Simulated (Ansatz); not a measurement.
Al6Ga⁻. The state is a triplet with charge -1. Geometry PBE0-D4/def2-SVP, that of the neutral doublet; atoms count from 1.

```xyz
7

Ga   -1.5995    0.1523    1.2885
Al   -0.3554   -2.1038    0.0571
Al   -1.6012   -0.3531   -1.4073
Al    2.1344    1.4146    0.1672
Al   -0.4405    1.7134   -0.3444
Al    0.8516   -0.4050    1.5753
Al    1.0106   -0.4185   -1.3364
```

The structure comes from a short search, and lower isomers may exist.

Estimate the Mulliken populations from the PBE0/def2-TZVPD orbitals of Ansatz.


```tsv
atom	charge (e)	spin (α − β)
Ga1	-0.08	-0.10
Al2	-0.27	0.52
Al3	-0.26	0.56
Al4	-0.31	0.72
Al5	-0.05	0.07
Al6	-0.06	0.10
Al7	0.02	0.12
```
Mulliken values and Mayer orders depend strongly on the basis. With diffuse functions, as here, like atoms can get unlike values, and bond orders can come out too low or too high.

Where does the spin sit?

Summed by element: Ga -0.10, Al 2.10, of 2 unpaired in all. Largest on single atoms: Al4 0.72, Al3 0.56, Al2 0.52.

And the Mayer bond orders between bonded heavy atoms (over 0.3)?

Ga1–Al2 0.37 (2.86 Å); Ga1–Al3 0.39 (2.74 Å); Ga1–Al5 0.55 (2.54 Å); Ga1–Al6 0.56 (2.53 Å); Al2–Al3 0.41 (2.60 Å); Al2–Al6 0.63 (2.58 Å); Al2–Al7 0.54 (2.58 Å); Al3–Al5 0.59 (2.60 Å); Al3–Al7 0.52 (2.61 Å); Al4–Al5 0.61 (2.64 Å); Al4–Al6 0.62 (2.63 Å); Al4–Al7 0.50 (2.62 Å); Al5–Al7 0.34 (2.76 Å). Values over 0.3 also appear between atoms too far apart for a bond (Ga1–Al7 0.38 at 3.75 Å; Al2–Al5 0.32 at 3.84 Å; Al3–Al6 0.30 at 3.86 Å); they arise where an orbital or an unpaired electron spreads over both atoms.
